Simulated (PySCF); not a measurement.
C₇H₄N₆, SMILES C1=CC2=NC=NC3=NC=NC(=N1)N23.

The structure is a stationary point at B3LYP-D3(BJ)/def2-SVP.

Method: B3LYP-D3(BJ)/def2-SVP in PySCF.

Harmonic, unscaled wavenumbers; measured fundamentals usually lie a few per cent lower.

| mode | ν (cm⁻¹) | IR (km/mol) | moving atoms (share of kinetic energy) |
|---|---|---|---|
| 1 | 118 | 0.5 | N 60 %, C 32 % |
| 2 | 134 | 0.3 | N 58 %, C 35 % |
| 3 | 222 | 1.0 | N 76 %, C 20 % |
| 4 | 246 | 0.3 | C 43 %, N 43 %, H 14 % |
| 5 | 443 | 26.9 | N 53 %, C 26 %, H 21 % |
| 6 | 481 | 4.1 | N 51 %, C 44 % |
| 7 | 489 | 1.0 | C 37 %, N 36 %, H 27 % |
| 8 | 499 | 0.5 | N 52 %, C 46 % |
| 9 | 499 | 0.1 | N 42 %, C 34 %, H 23 % |
| 10 | 519 | 3.1 | C 55 %, N 39 % |
| 11 | 532 | 9.0 | C 49 %, N 46 % |
| 12 | 598 | 1.5 | N 70 %, C 28 % |
| 13 | 681 | 0.6 | C 52 %, N 45 % |
| 14 | 739 | 5.5 | C 64 %, H 19 %, N 17 % |
| 15 | 768 | 0.0 | C 75 %, N 24 % |
| 16 | 826 | 1.2 | C 60 %, N 33 % |
| 17 | 844 | 7.7 | H 62 %, C 29 %, N 9 % |
| 18 | 876 | 20.0 | N 60 %, C 34 % |
| 19 | 877 | 45.7 | C 61 %, N 35 % |
| 20 | 881 | 21.3 | N 57 %, C 37 % |
| 21 | 1014 | 0.1 | H 67 %, C 32 % |
| 22 | 1015 | 0.0 | H 63 %, C 34 % |
| 23 | 1025 | 2.0 | H 64 %, C 34 % |
| 24 | 1070 | 0.9 | C 39 %, N 31 %, H 30 % |
| 25 | 1082 | 25.3 | N 85 %, C 13 % |
| 26 | 1109 | 15.7 | N 53 %, C 30 %, H 17 % |
| 27 | 1136 | 7.9 | N 45 %, C 38 %, H 17 % |
| 28 | 1167 | 0.2 | C 46 %, N 38 %, H 16 % |
| 29 | 1221 | 9.7 | C 51 %, N 44 % |
| 30 | 1284 | 81.7 | C 50 %, H 27 %, N 23 % |
| 31 | 1306 | 61.7 | C 50 %, H 28 %, N 22 % |
| 32 | 1327 | 40.0 | H 55 %, C 33 %, N 13 % |
| 33 | 1352 | 87.7 | C 48 %, H 35 %, N 17 % |
| 34 | 1430 | 2.0 | H 52 %, N 31 %, C 17 % |
| 35 | 1439 | 8.3 | H 54 %, N 25 %, C 21 % |
| 36 | 1534 | 15.9 | C 64 %, H 18 %, N 18 % |
| 37 | 1550 | 15.4 | C 51 %, N 42 % |
| 38 | 1613 | 228.9 | C 59 %, N 35 % |
| 39 | 1620 | 42.9 | C 69 %, N 24 % |
| 40 | 1690 | 1080.2 | C 63 %, N 37 % |
| 41 | 1692 | 875.3 | C 76 %, N 22 % |
| 42 | 3159 | 34.5 | H 91 %, C 9 % |
| 43 | 3159 | 15.6 | H 91 %, C 9 % |
| 44 | 3163 | 16.5 | H 91 %, C 9 % |
| 45 | 3246 | 1.5 | H 91 %, C 9 % |
